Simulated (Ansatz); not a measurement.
Reaction (ligand exchange at a B–C bond): `B[C@@H](F)[Si@@H](N)F` + H₂Te → `B[TeH]` + `N[SiH](F)CF`

Gas-phase electronic energies from Ansatz, PBE0-D4/def2-TZVP geometries. CCSD(T)/CBS is the MP2 limit (def2-TZVPP, def2-QZVPP) plus CCSD(T) − MP2 in def2-TZVPP, frozen cores. DFT in def2-TZVPP. Elements past krypton have def2 core potentials. For Te outer-core shells are correlated without core-valence functions, which leaves a few kJ/mol of doubt a bond. Each species was taken in one conformer, which may not be the lowest.

`B[C@@H](F)[Si@@H](N)F`:

Z-matrix (Å, degrees):
```
C
F 1 1.403
Si 1 1.909 2 108.0
B 1 1.528 2 116.4 3 121.8
H 1 1.101 2 108.0 3 -111.1
N 3 1.687 1 105.8 2 -30.8
F 3 1.606 1 107.7 2 92.0
H 3 1.478 1 112.4 2 -152.5
H 4 1.197 1 116.9 2 174.9
H 4 1.192 1 122.3 2 -8.0
H 6 1.007 3 120.2 1 33.1
H 6 1.006 3 123.3 1 -170.1
```

H₂Te:

Cartesian coordinates in Å:
```
Te 0.762 0.144 -0.050
H -0.531 0.930 0.621
H -0.231 -1.074 -0.571
```

`B[TeH]`:

Cartesian coordinates in Å:
```
B 0.559 0.273 0.370
Te -0.401 -0.378 -1.378
H 0.000 0.233 1.418
H 1.674 0.673 0.241
H -1.831 -0.801 -0.651
```

`N[SiH](F)CF`:

```xyz
10

N     0.757   -1.160    0.776
Si   -0.119    0.284    0.678
F    -1.595    0.214    1.305
C    -0.300    0.686   -1.155
F    -0.537   -0.491   -1.868
H     1.126   -1.517    1.640
H     0.608   -1.887    0.094
H     0.573    1.356    1.430
H     0.616    1.140   -1.550
H    -1.129    1.373   -1.349
```

(1) Is it downhill or uphill in electronic energy at CCSD(T)/CBS, and by how much? (An estimate is asked.)

(2) What do these levels give: BLYP-D4, r2SCANh-D4, ωB97X-V, PBE, BLYP, PBE0, CAM-B3LYP, LC-ωPBE, MP2/def2-SVP, HF/def2-TZVPP, HF/def2-QZVPP, HF/CBS(def2)? (Estimate.)

Largest T1 diagnostic among the species: 0.015.

Results:

(1) The calculation gave: Downhill: ΔE = -0.64 eV.

(2) Ansatz gave: BLYP-D4 -0.54, r2SCANh-D4 -0.56, ωB97X-V -0.52, PBE -0.61, BLYP -0.59, PBE0 -0.60, CAM-B3LYP -0.51, LC-ωPBE -0.52, MP2/def2-SVP -0.57, HF/def2-TZVPP -0.55, HF/def2-QZVPP -0.56, HF/CBS(def2) -0.56 eV.

In def2-TZVPP, CCSD(T) changes the Hartree–Fock value by −0.07 eV (the triples alone add −0.03 eV) and MP2 by −0.12 eV. Leaving LDA and LC-ωPBE aside and taking each functional with its dispersion term where it has one, the values, not all of them listed here, spread over 0.14 eV, from PBE-QIDH to CAM-B3LYP-D4. LDA lies +0.10 eV from PBE without D4. From BLYP to BHLYP (50 % exact exchange), in def2-TZVPP and without D4, ΔE moves by +0.04 eV.
